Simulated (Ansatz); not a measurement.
C$_{13}$H$_{9}$N, SMILES `c1ccc2nc3ccccc3cc2c1`. Charge 0, multiplicity 1. The structure was optimised at the PBE0-D4/def2-TZVP level.

```xyz
23

C    -2.023   -2.913   -0.901
C    -1.816   -3.142    0.483
C    -1.090   -2.271    1.234
C    -0.521   -1.108    0.646
N     0.183   -0.282    1.419
C     0.716    0.807    0.868
C     1.467    1.689    1.691
C     2.030    2.813    1.171
C     1.881    3.132   -0.203
C     1.170    2.315   -1.025
C     0.567    1.132   -0.521
C    -0.169    0.261   -1.312
C    -0.732   -0.879   -0.753
C    -1.496   -1.812   -1.502
H    -2.606   -3.622   -1.478
H    -2.245   -4.025    0.943
H    -0.920   -2.428    2.292
H     1.569    1.428    2.738
H     2.600    3.478    1.809
H     2.338    4.034   -0.594
H     1.051    2.551   -2.077
H    -0.306    0.471   -2.369
H    -1.649   -1.630   -2.560
```

What is the dipole moment at PBE/def2-TZVPP? (Estimate.)

Ansatz gave: 1.82 D, with components (-0.23, 0.35, -1.77) D in this frame, pointing from negative to positive charge.

And with r2SCAN, B3LYP, ωB97M-V? (Best estimate.)

Computed: r2SCAN 1.86 D, B3LYP 1.91 D, ωB97M-V 1.94 D.

Give the Mulliken charges with PBE, ωB97M-V, r2SCAN in def2-TZVPP. (Estimate.)

Computed: 
| atom | PBE | ωB97M-V | r2SCAN |
| --- | --- | --- | --- |
| C1 | -0.10 | -0.11 | -0.10 |
| C2 | -0.07 | -0.09 | -0.04 |
| C3 | -0.20 | -0.16 | -0.22 |
| C4 | 0.09 | 0.10 | 0.18 |
| N5 | -0.09 | -0.21 | -0.24 |
| C6 | 0.09 | 0.10 | 0.18 |
| C7 | -0.20 | -0.16 | -0.22 |
| C8 | -0.07 | -0.09 | -0.04 |
| C9 | -0.10 | -0.11 | -0.10 |
| C10 | -0.16 | -0.13 | -0.14 |
| C11 | 0.05 | -0.02 | 0.06 |
| C12 | -0.09 | -0.02 | -0.04 |
| C13 | 0.05 | -0.02 | 0.06 |
| C14 | -0.16 | -0.13 | -0.14 |
| H15 | 0.11 | 0.12 | 0.10 |
| H16 | 0.11 | 0.12 | 0.10 |
| H17 | 0.10 | 0.12 | 0.09 |
| H18 | 0.10 | 0.12 | 0.09 |
| H19 | 0.11 | 0.12 | 0.10 |
| H20 | 0.11 | 0.12 | 0.10 |
| H21 | 0.10 | 0.11 | 0.09 |
| H22 | 0.09 | 0.11 | 0.07 |
| H23 | 0.10 | 0.11 | 0.09 |

B3LYP here is the variant with VWN-RPA as its local correlation; programs differ in this.
